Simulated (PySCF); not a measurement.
These are TPSSh-D3(BJ)/def2-TZVP // TPSS-D3(BJ)/def2-SVP in PySCF values and carry that method's errors. Gas-phase values, no solvent. 

Reference species: [Ti(Cl)4]- (charge -1, multiplicity 2).

```
Quantity                                           Value
----------------------------------------------  --------
highest occupied spin orbital                   -0.64 eV
charge on the central atom (Mulliken)             1.03 e
coordination number                                    4
spin population on the central atom (Mulliken)      1.00
```

After one change: the highest occupied spin orbital goes up by 0.52 eV; the charge on the central atom (Mulliken) decreases by 0.08 e; the coordination number hardly moves; the spin population on the central atom (Mulliken) increases by 0.03.

**Question.** Which change was made? The new species is one of these.
A) [Os(Cl)4]-
B) [Ni(Cl)4]- (excited doublet)
C) [Hf(Cl)4]-

**Answer.** C, [Hf(Cl)4]-
